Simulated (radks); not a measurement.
Task: These are the eigenvalues of the occupied orbitals of an atom or ion with whole-number occupations (hartree). Method: scalar-relativistic Kohn-Sham, PBE, spin-unpolarised, spherical densities, point nucleus; computed with a radial shooting solver on a logarithmic mesh with Libxc functionals.

1s: -2644.362
2s: -467.1154
2p: -408.9465
3s: -116.0459
3p: -98.89326
3d: -79.47702
4s: -32.21415
4p: -26.56275
4d: -19.46985
5s: -12.22677
4f: -11.52503

Which element is it, and in what charge state? The configuration may be excited.

Result: Z = 75, rhenium, charge +14: Re14+ in [Kr] 4d10 4f13 5s2. The list shows which subshells hold electrons but not how many an open one holds; the 1s level, -2644.4 hartree, gives Z - s = 72.7 by -(Z - s)^2/2, which with screening and relativity narrows Z to a few neighbours, and the depths of the outer levels then fix element, charge and occupations together.
